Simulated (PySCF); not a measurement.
# Calcium: a sound run and one with changed settings

Sound run: Ca [Ar] 4s2, Ca⁺ [Ar] 4s1. Computed with PySCF 2.14 in cc-pVDZ-X2C (5s4p2d, 27 functions), with the spin-free X2C one-electron Hamiltonian (Gaussian nucleus). The sound run starts from symmetry-adapted Hartree-Fock orbitals and uses a fine grid where one is needed.

Changed run: initial guess 1e, at most 50 SCF cycles, level shift 0.5 hartree.

```csv
species,method,sound run (hartree),changed run (hartree),converged
Ca,UHF,-679.62917,-679.39005,no
Ca,PBE,-680.22985,-680.22984,no
Ca,BP86,-680.52639,-680.52638,no
Ca⁺,UHF,-679.44005,-679.35808,yes
Ca⁺,PBE,-680.00449,-680.00393,no
Ca⁺,BP86,-680.29694,-680.29501,no
```

The plain start fixes occupations by D2h representation alone, and Ca⁺ at UHF landed in another state (other ⟨L²⟩ or ⟨S²⟩). A level shift slows the SCF but leaves a converged energy unchanged.
